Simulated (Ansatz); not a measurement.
C3H10OSn, SMILES `[CH3][Sn]([CH3])([CH3])[OH]` at its PBE0-D4/def2-TZVP geometry, where that method's forces vanish. Total charge 0; spin multiplicity 1. Sn takes the def2 core potential.

```xyz
15

C     0.4692   -0.5211    1.9426
Sn   -0.2306    0.0352   -0.0034
C     0.8532    1.7049   -0.7929
C    -0.3751   -1.6030   -1.3565
O    -2.1285    0.5823    0.1751
H     1.4907   -0.9010    1.8864
H     0.4549    0.3415    2.6101
H    -0.1746   -1.2981    2.3560
H     0.8296    2.5377   -0.0887
H     1.8942    1.4325   -0.9748
H     0.4021    2.0245   -1.7327
H     0.6092   -2.0244   -1.5645
H    -0.8215   -1.2643   -2.2916
H    -1.0090   -2.3775   -0.9240
H    -2.2638    1.3309    0.7588
```

What forces (eV/Å) does PBE-D4/def2-TZVPP give on these atoms in Ansatz 0.2.0? (Estimate.)

Ansatz gave: 
```
C1   0.036 -0.030  0.079
Sn2  0.282 -0.037  0.009
C3   0.053  0.064 -0.038
C4  -0.023 -0.059 -0.051
O5  -0.461 -0.262 -0.274
H6   0.193 -0.072 -0.012
H7  -0.005  0.165  0.119
H8  -0.122 -0.145  0.073
H9  -0.008  0.151  0.136
H10  0.197 -0.053 -0.035
H11 -0.087  0.056 -0.175
H12  0.185 -0.070 -0.032
H13 -0.082  0.065 -0.176
H14 -0.118 -0.146  0.083
H15 -0.041  0.374  0.295
```
